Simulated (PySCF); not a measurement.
PySCF 2.14 output of an unrestricted M06-L calculation on a single atom or ion in cc-pVTZ (7s6p4d2f1g, 68 functions), with the non-relativistic Hamiltonian (point nucleus):

```
SCF conv_tol = 1e-09
number electrons alpha = 14  beta = 12
    Y. Zhao and D. G. Truhlar.,  J. Chem. Phys. 125, 194101 (2006)
    Y. Zhao and D. G. Truhlar.,  J. Chem. Phys. 125, 194101 (2006)
    Y. Zhao and D. G. Truhlar.,  Theor. Chem. Acc. 120, 215 (2008)
cycle= 1 E= -1507.31075164362  delta_E= -0.00569  |g|= 0.036  |ddm|= 0.418
cycle= 2 E= -1507.31051707295  delta_E= 0.000235  |g|= 0.056  |ddm|= 0.0599
cycle= 3 E= -1507.31093416351  delta_E= -0.000417  |g|= 0.000295  |ddm|= 0.0332
cycle= 4 E= -1507.31093419892  delta_E= -3.54e-08  |g|= 0.000187  |ddm|= 0.000705
cycle= 5 E= -1507.31093420475  delta_E= -5.83e-09  |g|= 1.49e-05  |ddm|= 0.000111
cycle= 6 E= -1507.31093420479  delta_E= -3.77e-11  |g|= 5.62e-07  |ddm|= 1.6e-05
converged SCF energy = -1507.31093420479  <S^2> = 2.0030712  2S+1 = 3.0020467
```

The run itself started from symmetry-adapted Hartree-Fock orbitals and held the occupation by maximum overlap, on a logarithmic radial grid, so the iterations belong to that start.

**Question.** Which element, charge and spin multiplicity is this?

**Answer.** Ni²⁺ (nickel, charge +2), multiplicity 3; the state was [Ar] 3d8, high-spin 3F determinant.
